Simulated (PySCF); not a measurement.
**How methods differ on the excitation energy of Cl(2+)**

Cl(2+) [Ne] 3s2 3p3 (4S) → Cl(2+) [Ne] 3s2 3p2 3d1 (high-spin determinant), as a difference of total energies. Computed with PySCF 2.14 in aug-cc-pV(T+d)Z, with no relativity, point nucleus. Correlated levels: valence: [Ne] frozen. The calculations carry no spin-orbit coupling.

```json
{"method": "UHF", "excitation energy (cm⁻¹)": "157550"}
{"method": "LDA", "excitation energy (cm⁻¹)": "145750"}
{"method": "PBE", "excitation energy (cm⁻¹)": "145090"}
{"method": "PBE0", "excitation energy (cm⁻¹)": "148750"}
{"method": "r2SCAN", "excitation energy (cm⁻¹)": "150610"}
{"method": "B2PLYP", "excitation energy (cm⁻¹)": "148580"}
{"method": "M06-2X", "excitation energy (cm⁻¹)": "151580"}
{"method": "B3LYP", "excitation energy (cm⁻¹)": "147410"}
{"method": "M06", "excitation energy (cm⁻¹)": "149710"}
{"method": "MP2 (valence)", "excitation energy (cm⁻¹)": "153230"}
{"method": "SCS-MP2 (valence)", "excitation energy (cm⁻¹)": "152810"}
```

A first-order spin-orbit estimate (lowest level to lowest level, LS coupling) adds -0.064 eV.

The promoted electron is Rydberg-like, and one or two diffuse shells describe it only roughly, which tends to raise the upper state.

The determinant of the upper state mixes LS terms, which raises its energy above the lowest term, most at the Hartree-Fock and MP2 levels.
